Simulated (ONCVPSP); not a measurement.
## Cr (Z = 24): excitation energies, all-electron against ONCV

* Element: chromium
* Generator: ONCVPSP 4.0.1
* Type: optimised norm-conserving Vanderbilt (ONCV)
* Functional: PBE
* Relativity: scalar-relativistic
* Frozen core: [Ne]
* Valence charge: 14
* Reference configuration: 3s2 3p6 3d5 4s1
* Partial waves: 3s+4s: rc 1.80 bohr, ncon 4, nbas 9, qcut 7.4 1/bohr, 3 projectors, debl 1.3 Ha; 3p: rc 0.95 bohr, ncon 4, nbas 8, qcut 8.5 1/bohr, 2 projectors, debl 4 Ha; 3d: rc 2.05 bohr, ncon 4, nbas 8, qcut 6.6 1/bohr, 2 projectors, debl 3 Ha
* Local potential: polynomial inside 0.75 bohr (lpopt 3, dvloc0 3 Ha)
* Core correction: Teter function, fcfact 5, rcfact 1.45

Energies are relative to the spin-unpolarised reference configuration 3s2 3p6 3d5 4s1; without spin polarisation the order of configurations can differ from experiment. Not all tests gave a result: 1 of 4 tests not solved or not reliable.

| valence configuration | charge | ΔE all-electron (eV) | error AE − PS (meV) |
| --- | --- | --- | --- |
| 3s2 3p6 3d5 4s0 | +1 | 6.902 | +9.1 |
| 3s2 3p6 3d4 4s0 | +2 | 22.954 | +20 |
| 3s2 3p6 3d4 4s1 | +1 | 7.988 | +50 |
